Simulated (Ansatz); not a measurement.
System: GeH4S, charge 0, singlet. GeH4S (SMILES [SH][GeH3]).
B3LYP-D3(BJ)/def2-TZVP minimum from Ansatz (a first-principles code):
```
Ge
H 1 1.5339
H 1 1.5376 2 110.67
H 1 1.5376 2 110.67 3 -122.00
S 1 2.2437 2 104.74 3 119.00
H 5 1.3438 1 94.83 2 180.00
```
Charge 0, spin multiplicity 1.

Quantity: atomisation energy (electronic, to ground-state atoms), in kcal/mol. Radicals and triplets start from unrestricted determinants; spin-orbit coupling is neglected. Correlated methods leave the cores frozen (noble-gas shells, and filled d and f shells in the p block). No relativity. CBS(X,Y): correlation extrapolated as X^-3, Hartree-Fock from the larger set. A bracket is a step between two methods taken in the basis named. Double hybrids freeze cores in their MP2 part. Where a partner has so few electrons that a lower coupled-cluster level is exact, that level stands in.

CCSD(T)/CBS(def2-TZVPP,def2-QZVPP) + [CCSDT(Q) - CCSD(T)]/def2-TZVPP (Ansatz) gives 376.1 kcal/mol.

Q: What does PBE/def2-TZVPD (Ansatz) give here, and how do the other levels compare?

A: PBE gives 369.6 kcal/mol, 6.5 kcal/mol below it. Differences of the others: r2SCAN/def2-TZVPD (Ansatz) -0.2; PBE0/def2-TZVPD (Ansatz) -7.7; wB97M-V/def2-TZVPD (Ansatz) -1.3; B2PLYP/def2-TZVPD (Ansatz) -10.4; CCSD(T)/CBS(def2-TZVPP,def2-QZVPP) (Ansatz) -0.2 kcal/mol.
